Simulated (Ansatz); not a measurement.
Ansatz (an electronic-structure program) input (PBE/def2-SVP):

Ansatz 0.2 input:
```yaml
crystal:
  periodic: [false, false, false]
  atoms:
    - {symbol: B, position_ang: [-0.00000000, -0.00000000, -1.95743500]}
    - {symbol: I, position_ang: [0.00000000, 0.00000000, 0.18466400]}
basis:
  gaussian:
    orbitals: def2-SVP
hamiltonian:
  xc: {name: PBE}
output: {forces: true}
```

Output:

```
Functional definition: PBE
integrals: 0.01 GiB planned
470 factors; their error is unknown
mean field: 0.08 GiB planned
mean field evaluation 1: about -8771.6987 eV, gradient 1.4e1 eV
mean field evaluation 2: about -8768.5993 eV, gradient 2.8e1 eV
mean field evaluation 4: about -8772.5598 eV, gradient 8.5e-1 eV
mean field evaluation 8: about -8772.5578 eV, gradient 8.1e-3 eV
mean field -8772.55775414 eV, -322.3855512116 hartree, gradient 2.1e-5 eV, S^2 0.000000; 0 other end points of the search recorded, 0 dependent functions left out
the calculation of the forces begins
reference -8772.55777561 eV, -322.3855520006 hartree; 15, 15 occupied and 25, 25 virtual orbitals, 470 factors
Total energy: -8772.55777561 eV, -322.3855520006 hartree
Atom 0 at    -0.000000    -0.000000    -1.957435 Å, force    -0.000000    -0.000000    -0.086209 eV/Å
Atom 1 at     0.000000     0.000000     0.184664 Å, force     0.000000     0.000000     0.086209 eV/Å
Dipole moment:     0.000000    -0.000000     0.332168 e Å
```

The geometry given is a B3LYP-D3(BJ)/def2-TZVP minimum.
